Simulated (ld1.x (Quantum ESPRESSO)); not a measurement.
**Which change was made? (Se, ultrasoft)**

```json
{
 "Element": "Se",
 "Generator": "ld1.x (Quantum ESPRESSO) 7.5",
 "Type": "ultrasoft",
 "Functional": "PBE",
 "Relativity": "scalar-relativistic",
 "Frozen core": "[Ar] 3d10",
 "Valence charge": "6",
 "Reference configuration": "4s1.5 4p4.5",
 "Partial waves": "4s (bound): rcut 1.30, rcutus 1.70 bohr; 4s channel at -0.65 Ry: rcut 1.30, rcutus 1.70 bohr; 4p (bound): rcut 1.35, rcutus 1.80 bohr; 4p channel at 1.85 Ry: rcut 1.35, rcutus 1.80 bohr; 4d channel at 0.4 Ry: rcut 1.50, rcutus 1.75 bohr",
 "Local potential": "all-electron potential smoothed inside 1.65 bohr (lloc = -1)",
 "Core correction": "none",
 "Augmentation charge": "PSQ, inside the norm-conserving radii"
}
```

Cutoffs, loose and tight: the cutoffs (Ry, on a coarse ladder) from which the occupation-weighted sum of valence levels, in a spherical-Bessel basis at the reference potential, stays within 10 and 1 mRy of its value at 400 Ry. They do not see the model core or the augmentation charge, which bear on the density cutoff. Test errors are all-electron minus pseudo excitation energies from the reference, over the configurations 4s2 4p4; 4s2 4p3; 4s2 4p2; 4s1 4p5; 4s1 4p4; 4s0 4p6; 4s2 4p3.5; variants that change the core or the reference have their own tests.

The base gives: outcome: generated; cutoff, loose: 15 Ry; cutoff, tight: 25 Ry; bound ghosts: none; largest test error (meV): +21.

Problem. After one change the result is: outcome: generated; cutoff, loose: 15 Ry; cutoff, tight: 25 Ry; bound ghosts: none; largest test error (meV): -14. Which change was it?
A. core correction a·sin(br)/r model core inside 1.72 bohr
B. core correction a·sin(br)/r model core inside 1.22 bohr
C. core correction a·sin(br)/r model core inside 1.50 bohr

Solution. B. The others give: core correction a·sin(br)/r model core inside 1.50 bohr → outcome: generated; cutoff, loose: 15 Ry; cutoff, tight: 25 Ry; bound ghosts: none; largest test error (meV): -21 | core correction a·sin(br)/r model core inside 1.72 bohr → outcome: generated; cutoff, loose: 15 Ry; cutoff, tight: 25 Ry; bound ghosts: none; largest test error (meV): -29.
